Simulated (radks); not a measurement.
Task: Hg2+, 78 electrons, occupied as [Xe] 4f14 5d9 6p1 (not the ground configuration). Method: scalar-relativistic Kohn-Sham, PBEsol, spin-polarised, spherical densities, point nucleus; open shells are filled with parallel spins first (spin-orbit coupling, left out, can overturn this in heavy ions); computed with a radial shooting solver on a logarithmic mesh with Libxc functionals. Some entries of the table are withheld. Estimate them.

orbital  occ.  eigenvalue (eV)  r(max) (bohr)
1s up       1        -83184.14        0.01022
1s down     1        -83184.12        0.01022
2s up       1        -14763.64        0.05914
2s down     1        -14763.55        0.05914
2p up       3        -12733.85        0.04907
2p down     3        -12733.78        0.04907
3s up       1        -3522.287         0.1668
3s down     1        -3522.243         0.1668
3p up       3        -2936.011         0.1664
3p down     3        -2935.962         0.1664
3d up       5        -2319.546         0.1355
3d down     5        -2319.475         0.1355
4s up       1        -793.5739         0.3757
4s down     1        -793.4785         0.3757
4p up       3        -601.3820         0.3959
4p down     3        -601.2889         0.3959
4d up       5        -373.5555         0.4028
4d down     5        -373.4470         0.4028
5s up       1        -143.2396         0.8270
5s down     1        -142.6790         0.8265
4f up       7        -120.9246         0.3663
4f down     7        -120.7803         0.3663
5p up       3         -91.3797            (1)
5p down     3         -90.7042            (2)
5d up       5         -33.5910          1.150
5d down     4         -32.6897          1.147
6p up       1         -17.1757          2.541
6p down     0         -15.8699          2.543

Result: 
(1) 5p up r(max) (bohr): 0.9271
(2) 5p down r(max) (bohr): 0.9263
